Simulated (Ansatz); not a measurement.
Conformers of `CC1CCCCC1`, each relaxed with PBE0-D4/def2-TZVP in Ansatz. CBS adds the triple-zeta coupled-cluster correction to the MP2 limit.

Not all of them had a frequency check.

Conformer A:

```xyz
21

C     0.487   -1.760   -0.932
C    -0.006   -0.338   -1.165
C     1.018    0.709   -0.722
C     1.142    0.809    0.793
C    -0.210    1.077    1.439
C    -1.233    0.025    1.033
C    -1.350   -0.072   -0.483
H     1.426   -1.938   -1.462
H    -0.243   -2.489   -1.292
H     0.664   -1.971    0.125
H    -0.154   -0.221   -2.246
H     0.710    1.688   -1.113
H     1.992    0.489   -1.170
H     1.559   -0.121    1.196
H     1.852    1.599    1.056
H    -0.113    1.115    2.528
H    -0.569    2.066    1.123
H    -2.210    0.258    1.466
H    -0.939   -0.946    1.448
H    -1.755    0.874   -0.863
H    -2.068   -0.851   -0.760
```

Conformer B:

```xyz
21

C     1.602   -0.517    1.750
C     0.616    0.144    0.803
C    -0.769   -0.487    0.906
C    -1.763    0.151   -0.053
C    -1.257    0.104   -1.488
C     0.121    0.739   -1.604
C     1.109    0.099   -0.639
H     2.586   -0.045    1.695
H     1.259   -0.460    2.787
H     1.727   -1.576    1.500
H     0.521    1.202    1.089
H    -1.133   -0.417    1.936
H    -0.682   -1.559    0.680
H    -1.924    1.197    0.237
H    -2.736   -0.346    0.024
H    -1.964    0.602   -2.158
H    -1.200   -0.942   -1.815
H     0.043    1.811   -1.382
H     0.491    0.662   -2.631
H     2.086    0.589   -0.713
H     1.266   -0.950   -0.923
```

Q: Which is lowest in electronic energy at CCSD(T)/CBS (frozen core, def2 sets), and by how much? (Estimate.)

A: Ansatz gave: B; A lies 7.3 kJ/mol higher.

Q: Give the energies relative to B (kJ/mol) with B3LYP-D4/def2-TZVPP, ωB97X-V/def2-TZVPP, ωB97M-V/def2-TZVPP, B2PLYP/def2-TZVPP, r2SCAN/def2-TZVPP, HF/def2-TZVPP, HF/def2-QZVPP. (An estimate is asked.)

A: Ansatz gave: 
```csv
level,A
B3LYP-D4/def2-TZVPP,6.9
ωB97X-V/def2-TZVPP,7.2
ωB97M-V/def2-TZVPP,7.2
B2PLYP/def2-TZVPP,8.7
r2SCAN/def2-TZVPP,8.9
HF/def2-TZVPP,10.6
HF/def2-QZVPP,10.7
```

B3LYP here is the variant with VWN-RPA as its local correlation; programs differ in this.
